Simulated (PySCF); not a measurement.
H2FNSn (SMILES [NH2][Sn][F]), singlet, geometry from GFN2-xTB (such geometries of metal compounds can be far from the true shape) (core potentials on Sn), atoms displaced at random by about 0.08 Å a coordinate. Base run: PySCF with R2SCAN/def2-SVP, gradient.

PySCF was given this input:
```python
from pyscf import gto, scf, dft

mol = gto.Mole()
mol.atom = '''
    Sn   -0.192769   -0.008154    0.297164
    F     0.847564    1.411148   -0.797124
    N    -0.088150   -1.409029   -1.108321
    H     0.360384   -1.205994   -2.046233
    H    -0.493654   -2.320335   -0.921667
'''
mol.basis = 'def2-svp'
mol.ecp = {'Sn': 'def2-svp'}
mol.charge = 0
mol.spin = 0
mol.verbose = 3
mol.build()

mf = dft.RKS(mol)
mf.xc = 'r2scan'
mf.kernel()
g = mf.nuc_grad_method()
grad = g.kernel()
```

The coordinate followed is x of atom 4.

The base run was repeated with changes; each row names its change, and settings that it needs were set with it.

| change | dE/dx (Eh/bohr) | net force (Eh/bohr) |
|---|---|---|
| base | 0.015503 | 0.000590 |
| finite difference step (bohr) = 1e-5; conv_tol = 1e-11 | 0.015502 | - |
| grids.level = 5; grid_response = on | 0.015508 | 0.000000 |
| grids.level = 1; grid_response = off | 0.015478 | 0.002514 |
| conv_tol = 1e-11 | 0.015503 | 0.000590 |
| grids.level = 1; grid_response = on | 0.015486 | 0.000000 |
| finite difference step (bohr) = 1e-4; conv_tol = 1e-11 | 0.015502 | - |
| conv_tol = 1e-4 | 0.015440 | 0.000590 |
| finite difference step (bohr) = 1e-3; conv_tol = 1e-11 | 0.015502 | - |
| finite difference step (bohr) = 0.2; conv_tol = 1e-11 | 0.015961 | - |
| density fitting = on; auxbasis_response = off | 0.015508 | 0.000720 |
| grids.level = 5; grid_response = off | 0.015508 | 0.000121 |

The net force is zero for an exact gradient.
